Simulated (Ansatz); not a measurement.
Ansatz (a quantum-chemistry and plane-wave program) input (MP2/3-21G): The .json file is the Basis Set Exchange's 3-21G.

Ansatz 0.2 input:
```yaml
crystal:
  periodic: [false, false, false]
  atoms:
    - {symbol: Cd, position_ang: [0.00000000, 0.00000000, 0.00000000]}
basis:
  gaussian:
    orbitals: 3-21G.json
magnetization: {spin_polarized: false}
correlation: {method: mp2, electrons: outside_noble_gas}
scf: {lower_state_search: full}
```

From the last part of the output:

```
Functional definition: HF
integrals: 0.00 GiB planned
299 factors; integrals over basis functions are off by at most 4.1e-5 eV
mean field: 0.09 GiB planned
mean field evaluation 1: about -148035.0483 eV, gradient 7.2e0 eV
mean field evaluation 2: about -148035.0484 eV, gradient 7.2e0 eV
mean field evaluation 4: about -148035.0489 eV, gradient 6.5e-2 eV
mean field evaluation 8: about -148035.0489 eV, gradient 1.4e-6 eV
mean field evaluation 16: about -148035.0489 eV, gradient 3.2e-5 eV
mean field -148035.04894088 eV, -5440.1877068173 hartree, gradient 1.4e-6 eV, S^2 0.000000; 2 other end points of the search recorded, 0 dependent functions left out
18 core orbitals not correlated
reference -148035.04894088 eV, -5440.1877068173 hartree; 6, 6 occupied and 15, 15 virtual orbitals, 299 factors
second order -2.58477415 eV of doubles, -0.00000000 eV of singles
Total energy: -148037.63371503 eV, -5440.2826955151 hartree
```
